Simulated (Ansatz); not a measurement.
BrH3InNO, SMILES `[NH2][In]([OH])[Br]`. The species carries charge 0 and has multiplicity 1. In takes the def2 core potential. The geometry is a stationary point of PBE0-D4/def2-TZVP. It is one conformer, not always the lowest.

```xyz
7

N     0.384   -1.597    0.087
In   -0.211    0.315    0.131
O    -0.051    1.487   -1.446
Br   -1.395    1.253    2.079
H     0.579   -2.006    0.989
H     1.147   -1.799   -0.544
H    -0.453    2.347   -1.296
```

What is the dipole moment at ωB97M-V/def2-TZVPP? (An estimate is asked.)

The calculation gave: 1.63 D, with components (1.45, -0.75, 0.10) D in this frame, pointing from negative to positive charge.

And with PBE, r2SCAN, B3LYP? (Estimate.)

Computed: PBE 1.64 D, r2SCAN 1.67 D, B3LYP 1.63 D.

Give the Mulliken charges with ωB97M-V, PBE, B3LYP in def2-TZVPP. (An estimate is asked.)

Ansatz gave: 
```tsv
atom	ωB97M-V	PBE	B3LYP
N1	-0.43	-0.44	-0.45
In2	0.86	0.75	0.86
O3	-0.50	-0.46	-0.51
Br4	-0.34	-0.35	-0.36
H5	0.12	0.15	0.14
H6	0.12	0.15	0.14
H7	0.18	0.19	0.18
```

B3LYP here is the variant with VWN-RPA as its local correlation; programs differ in this.
